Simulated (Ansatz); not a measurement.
Basis-set extrapolation for BFH₅NOSi, SMILES `N[SiH2]OBF` (PBE0-D4/def2-TZVP geometry, frozen core, the Gaussian-basis code of Ansatz). Multiplicity 1, RHF reference.

|  | def2-TZVPP | def2-QZVPP |
| --- | --- | --- |
| HF | -545.606202 | -545.628259 |
| MP2 correlation | -0.913546 | -0.988634 |
| CCSD(T) correlation | -0.975852 | not run |

Energies in hartree. Use E(X) = E(∞) + A·exp(−7.88·√X) for Hartree–Fock and E(X) = E(∞) + B·X^(−2.97) for correlation, with X = 3 and 4, and add CCSD(T) minus MP2 of the smaller set to the MP2 limit.

What is the CCSD(T) energy at the basis-set limit?

HF limit: -545.628259 + (-0.022057) × 0.13774 = -545.63130. MP2 limit: -0.988634 + (-0.075088) × 0.74074 = -1.04425. Higher-order term: -0.975852 − (-0.913546) = -0.06231. Total: -546.73786 hartree, 97.8 kcal/mol below CCSD(T)/def2-TZVPP.
